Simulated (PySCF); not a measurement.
Coordinates in bohr (charge 0 multiplicity 3):
```
Os    0.0000    0.0000    0.7851
S     0.0000    0.0000    4.7310
I     4.3792    0.0000   -1.1884
I    -4.3792    0.0000   -1.1884
```

Method: UPBE in PySCF with Os def2-SVP with ECP60, S def2-SVP, I def2-SVP with ECP28; scalar-relativistic core potentials, no spin–orbit coupling; density-fitted integrals.

This geometry of OsSI₂ is a stationary point at this level.

Q: What is the point group?

A: C2v.

Q: Is it a minimum?

A: Yes: all harmonic wavenumbers are real, though the softest, 44 cm⁻¹, leaves little margin.

Q: List the harmonic modes with their infrared intensities.

A: 
```tsv
symmetry	ω (cm⁻¹)	IR (km/mol)
b1	44	0.2
a1	56	0.7
b2	114	3.0
a1	189	1.2
b2	245	14.4
a1	538	14.5
```

In C2v the vibrations span b1 + 3a1 + 2b2. Here b1 is antisymmetric to the molecular plane and b2 lies in it.

Other isomers or separated fragments may lie lower. Other spin states or occupations of the open shell can lie lower. Spin–orbit coupling, left out here, can matter for elements this heavy.
